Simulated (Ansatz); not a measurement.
Ansatz (a quantum-chemistry and plane-wave program) input (CCSDT/def2-SVP):

Ansatz 0.2 input:
```yaml
crystal:
  periodic: [false, false, false]
  atoms:
    - {symbol: Rb, position_ang: [-0.00000000, -0.00000000, -0.90239267]}
    - {symbol: Cl, position_ang: [0.00000000, 0.00000000, 1.96403109]}
basis:
  gaussian:
    orbitals: def2-SVP
magnetization: {spin_polarized: false}
correlation: {method: ccsdt, electrons: outside_noble_gas}
```

Output:

```
Functional definition: HF
integrals: 0.02 GiB planned
641 factors; integrals over basis functions are off by at most 8.5e-8 eV
mean field: 0.09 GiB planned
mean field evaluation 1: about -13148.4760 eV, gradient 1.8e1 eV
mean field evaluation 2: about -13148.4772 eV, gradient 1.8e1 eV
mean field evaluation 4: about -13149.5085 eV, gradient 5.6e-1 eV
mean field evaluation 8: about -13149.5098 eV, gradient 1.9e-4 eV
mean field evaluation 16: about -13149.5098 eV, gradient 1.7e-6 eV
mean field -13149.50980987 eV, -483.2355724550 hartree, gradient 1.7e-6 eV, S^2 0.000000; 0 other end points of the search recorded, 0 dependent functions left out
9 core orbitals not correlated, not the lowest: weight in the atoms' cores, before any rotation towards them, 0.901 or more for the frozen orbitals, at most 0.096 for the correlated occupied ones
reference -13149.50980987 eV, -483.2355724550 hartree; 4, 4 occupied and 29, 29 virtual orbitals, 641 factors
second order -3.71560789 eV of doubles, -0.00000000 eV of singles
coupled cluster: 0.08 GiB planned
cycle   1  -3.96518972 eV  change   -2.5e-1 eV  update   4.1e-2
cycle   2  -4.05074382 eV  change   -8.6e-2 eV  update   1.9e-2
cycle   3  -4.09015174 eV  change   -3.9e-2 eV  update   1.2e-2
cycle   4  -4.09056110 eV  change   -4.1e-4 eV  update   3.5e-3
cycle   5  -4.08943565 eV  change    1.1e-3 eV  update   2.4e-3
cycle   6  -4.08890678 eV  change    5.3e-4 eV  update   8.7e-4
cycle   7  -4.08877098 eV  change    1.4e-4 eV  update   3.6e-4
cycle   8  -4.08877493 eV  change   -3.9e-6 eV  update   1.8e-4
cycle   9  -4.08882530 eV  change   -5.0e-5 eV  update   6.6e-5
cycle  10  -4.08885289 eV  change   -2.8e-5 eV  update   3.2e-5
cycle  11  -4.08884549 eV  change    7.4e-6 eV  update   1.5e-5
cycle  12  -4.08883644 eV  change    9.0e-6 eV  update   5.9e-6
cycle  13  -4.08883530 eV  change    1.1e-6 eV  update   2.6e-6
cycle  14  -4.08883325 eV  change    2.0e-6 eV  update   1.4e-6
cycle  15  -4.08883310 eV  change    1.6e-7 eV  update   5.7e-7
Total energy: -13153.59864297 eV, -483.3858342997 hartree
```
